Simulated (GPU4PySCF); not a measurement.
C13H10, SMILES c1cc2Cc3c(cccc3)-c2cc1.

Geometry optimised at PBE-D3(BJ)/def2-TZVP. The values are those of a single conformer.

Calculation: PBE-D3(BJ)/def2-TZVP (GPU4PySCF).

No scaling factor is applied to the harmonic values.

Computed harmonic wavenumbers and intensities:
| mode | ν (cm⁻¹) | IR (km/mol) | moving atoms (share of kinetic energy) |
|---|---|---|---|
| 1 | 93 | 0.6 | C 83 %, H 17 % |
| 2 | 132 | 0.0 | C 79 %, H 21 % |
| 3 | 211 | 0.2 | C 84 %, H 16 % |
| 4 | 234 | 6.7 | C 57 %, H 43 % |
| 5 | 264 | 0.0 | C 84 %, H 16 % |
| 6 | 404 | 6.2 | C 71 %, H 29 % |
| 7 | 413 | 0.4 | C 92 % |
| 8 | 420 | 0.0 | C 71 %, H 29 % |
| 9 | 463 | 0.6 | C 72 %, H 28 % |
| 10 | 487 | 0.2 | C 82 %, H 18 % |
| 11 | 538 | 0.2 | C 90 %, H 10 % |
| 12 | 555 | 0.0 | C 80 %, H 20 % |
| 13 | 616 | 7.5 | C 93 % |
| 14 | 626 | 0.3 | C 91 %, H 9 % |
| 15 | 681 | 7.2 | C 76 %, H 24 % |
| 16 | 710 | 0.0 | H 66 %, C 34 % |
| 17 | 722 | 114.3 | H 76 %, C 24 % |
| 18 | 741 | 0.0 | C 88 %, H 12 % |
| 19 | 767 | 0.0 | C 67 %, H 33 % |
| 20 | 799 | 0.2 | C 79 %, H 21 % |
| 21 | 832 | 0.6 | H 76 %, C 24 % |
| 22 | 835 | 0.1 | C 88 %, H 12 % |
| 23 | 839 | 0.0 | H 67 %, C 33 % |
| 24 | 877 | 0.0 | H 67 %, C 33 % |
| 25 | 884 | 0.0 | H 71 %, C 29 % |
| 26 | 911 | 0.0 | H 81 %, C 19 % |
| 27 | 913 | 0.5 | H 80 %, C 20 % |
| 28 | 922 | 2.7 | C 56 %, H 44 % |
| 29 | 1001 | 2.5 | C 94 % |
| 30 | 1024 | 0.7 | C 58 %, H 42 % |
| 31 | 1026 | 6.9 | C 52 %, H 48 % |
| 32 | 1090 | 3.4 | C 53 %, H 47 % |
| 33 | 1103 | 0.1 | H 61 %, C 39 % |
| 34 | 1116 | 0.0 | H 87 %, C 13 % |
| 35 | 1142 | 0.0 | H 81 %, C 19 % |
| 36 | 1145 | 0.0 | H 90 %, C 10 % |
| 37 | 1157 | 1.1 | H 77 %, C 23 % |
| 38 | 1181 | 3.0 | C 65 %, H 35 % |
| 39 | 1189 | 4.8 | C 62 %, H 38 % |
| 40 | 1230 | 2.7 | C 60 %, H 40 % |
| 41 | 1289 | 1.5 | C 56 %, H 44 % |
| 42 | 1289 | 0.0 | H 62 %, C 38 % |
| 43 | 1347 | 9.9 | C 94 % |
| 44 | 1370 | 2.6 | C 68 %, H 32 % |
| 45 | 1392 | 10.1 | H 73 %, C 27 % |
| 46 | 1440 | 10.9 | C 69 %, H 31 % |
| 47 | 1442 | 17.9 | C 62 %, H 38 % |
| 48 | 1468 | 5.0 | C 70 %, H 30 % |
| 49 | 1469 | 0.0 | C 76 %, H 24 % |
| 50 | 1579 | 1.5 | C 91 %, H 9 % |
| 51 | 1580 | 0.0 | C 93 % |
| 52 | 1606 | 0.0 | C 93 % |
| 53 | 1607 | 4.0 | C 94 % |
| 54 | 2963 | 12.2 | H 95 % |
| 55 | 2990 | 4.2 | H 91 %, C 9 % |
| 56 | 3094 | 2.9 | H 92 % |
| 57 | 3095 | 9.1 | H 92 % |
| 58 | 3100 | 1.6 | H 92 % |
| 59 | 3101 | 2.1 | H 92 % |
| 60 | 3111 | 4.2 | H 92 %, C 8 % |
| 61 | 3112 | 36.4 | H 92 %, C 8 % |
| 62 | 3124 | 40.5 | H 91 %, C 9 % |
| 63 | 3124 | 3.7 | H 91 %, C 9 % |
